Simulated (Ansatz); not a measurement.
Geometry optimisation, Ansatz, UKS B3LYP/STO-3G.

input.yaml

```yaml
crystal:
  periodic: [false, false, false]
  atoms:
    - { symbol: C, position_ang: [-2.2613, -0.2808, 0.2606] }
    - { symbol: C, position_ang: [-1.1108, -0.115, 0.8183] }
    - { symbol: F, position_ang: [-1.0551, -0.0949, 2.162] }
    - { symbol: B, position_ang: [0.2927, 0.0271, -0.0304] }
    - { symbol: C, position_ang: [0.2009, -0.0012, -1.6389] }
    - { symbol: Si, position_ang: [1.9213, 0.208, 0.8989] }
    - { symbol: H, position_ang: [-2.4075, -0.2519, -0.8253] }
    - { symbol: H, position_ang: [-3.1574, -0.3044, 0.8626] }
    - { symbol: H, position_ang: [1.2321, 0.1241, -1.9811] }
    - { symbol: H, position_ang: [-0.4132, 0.8542, -1.9669] }
    - { symbol: H, position_ang: [-0.2446, -0.9497, -1.9597] }
    - { symbol: H, position_ang: [1.9147, 1.4084, 1.7545] }
    - { symbol: H, position_ang: [2.0863, -0.9616, 1.7346] }
    - { symbol: H, position_ang: [2.9889, 0.3084, -0.0602] }
magnetization:
  spin_polarized: true
basis:
  gaussian: { orbitals: STO-3G }
hamiltonian:
  xc: b3lyp
relax:
  f_tol: 0.02
  max_steps: 50
output:
  orbitals: {}
```

Command:

```bash
$ ansatz run input.yaml --threads 1 --pin off --max-ram 2048MiB --backend cpu --events-out ev --progress --plain --runs-dir out
```

Task: Where does it end, and by what steps?

Result: It converged. The force dipped under the threshold on the way, but the program's further checks kept it going. Limits of this set-up: minimal basis. After 29 steps the energy has fallen by 0.585 eV; H10 moved furthest, 0.98 Å.

| step | energy less start (eV) | largest force component (eV/Å) | accepted |
| --- | --- | --- | --- |
| 0 | 0.0000 | 5.833 | yes |
| 2 | -0.5190 | 0.787 | yes |
| 4 | -0.5640 | 0.120 | yes |
| 6 | -0.5670 | 0.065 | yes |
| 8 | -0.5682 | 0.223 | yes |
| 10 | -0.5737 | 0.213 | yes |
| 12 | -0.5623 | 0.718 | no |
| 14 | -0.5781 | 0.058 | yes |
| 16 | -0.5804 | 0.056 | yes |
| 18 | -0.5701 | 0.621 | no |
| 20 | -0.5829 | 0.068 | yes |
| 22 | -0.5838 | 0.047 | yes |
| 24 | -0.5841 | 0.058 | yes |
| 26 | -0.5844 | 0.016 | yes |
| 28 | -0.5845 | 0.027 | yes |
| 29 | -0.5846 | 0.014 | yes |

```xyz
14
Properties=species:S:1:pos:R:3
C -2.330 -0.384 0.273
C -1.082 -0.178 0.789
F -0.946 -0.150 2.166
B 0.220 0.033 -0.057
C 0.187 0.023 -1.636
Si 1.916 0.317 0.925
H -2.494 -0.415 -0.809
H -3.211 -0.526 0.913
H 0.890 -0.733 -2.026
H 0.552 0.990 -2.024
H -0.798 -0.169 -2.084
H 1.814 1.453 1.815
H 2.228 -0.838 1.739
H 3.040 0.548 0.046
```

The run took 94 s on 1 thread of Intel(R) Xeon(R) 6975P-C (Granite Rapids) (shared host), peak memory 0.2 GiB.
